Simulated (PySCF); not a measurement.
An unknown gives this computed stick spectrum. The calculation used TDDFT B3LYP/def2-SVPD, vertical, gas phase, core orbitals frozen in the response in PySCF. Geometries: GFN2-xTB, one conformer each.

```csv
state,ν̃ (cm⁻¹),f,"main configurations (H = HOMO, L = LUMO)"
S1,43240,0.0034,H→L (99%)
S2,53220,0.062,"H-1→L (51%), H-2→L (41%)"
S3,54900,0.0007,H→L+1 (95%)
S4,56460,0.052,"H-2→L (52%), H-1→L (25%), H-3→L (20%)"
S5,58090,0.011,"H→L+3 (45%), H-4→L (16%), H-3→L (15%)"
S6,58310,0.0063,"H→L+2 (36%), H-3→L (28%), H-4→L (20%)"
S7,59090,0.036,"H→L+2 (45%), H→L+3 (36%)"
S8,60970,0.076,"H-4→L (51%), H-3→L (28%), H-1→L (11%)"
```

Orbital energies (eV): HOMO-3 -8.93, HOMO-2 -8.83, HOMO-1 -7.89, HOMO -7.18, LUMO -0.75, LUMO+1 0.55, LUMO+2 0.89.

Problem. Which candidate is it? All have the formula C6H7FO.
A. `C1CCC(=C1)C(F)=O`
B. `F[C@@H]1C=C[C@]12CCO2`
C. `C#CC(=O)[C@@H](C)CF`

Solution. B. Its S1, at 5.36 eV, is the highest among the candidates; the nearest of the others has S1 at 5.09 eV. S1 is HOMO→LUMO (99%). Löwdin shares by element: HOMO oxygen 51%, carbon 25% or more (atoms not listed hold the other 24%); LUMO carbon 68% or more, hydrogen 11% or more (atoms not listed hold the other 21%). At the same level the other candidates give, for their lowest levels:
- `C#CC(=O)[C@@H](C)CF`: 3.88 eV (f 0.000); 4.91 eV (f 0.000); 5.78 eV (f 0.097); 6.20 eV (f 0.004); 6.40 eV (f 0.011); T1 3.35 eV; HOMO -7.85, LUMO -2.31 eV
- `O=C(F)C1=CCCC1`: 5.09 eV (f 0.001); 5.42 eV (f 0.271); 6.86 eV (f 0.001); 6.88 eV (f 0.002); 6.99 eV (f 0.002); T1 3.48 eV; HOMO -7.68, LUMO -2.06 eV
Triplets come from the Tamm–Dancoff approximation.
